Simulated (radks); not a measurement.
Results of a calculation; reference values are marked as such.
Problem. The mean radii <r> (bohr) of the occupied orbitals of an atom or ion are listed with their occupations. Level of theory: scalar-relativistic Kohn-Sham, SCAN, spin-polarised, spherical densities, finite nucleus; meta-GGA in the generalised Kohn-Sham scheme; Fermi nuclear charge, rms radius of each element as measured or else 0.836 A^(1/3) + 0.57 fm (a radial shooting solver on a logarithmic mesh with Libxc functionals).

orbital  occ.      <r>
1s up       1  0.06092
1s down     1  0.06092
2s up       1   0.2791
2s down     1   0.2784
2p up       3   0.2473
2p down     3   0.2465
3s up       1   0.8500
3s down     1   0.8553
3p up       3   0.9029
3p down     3   0.9088
3d up       5    1.168
4s up       1    2.691

Name the element and its charge. Open shells, if any, are filled with parallel spins first.

Solution. Z = 25, manganese, charge +1: Mn+ in [Ar] 3d5 4s1. The 1s radius gives Z: for a bare nucleus <r> = (2 gamma + 1)/(2Z) with gamma = sqrt(1 - (Z/c)^2), 0.05933 bohr for Z = 25, and screening makes it slightly larger (0.06092 here). The occupations add up to 24, and the charge is Z minus that.
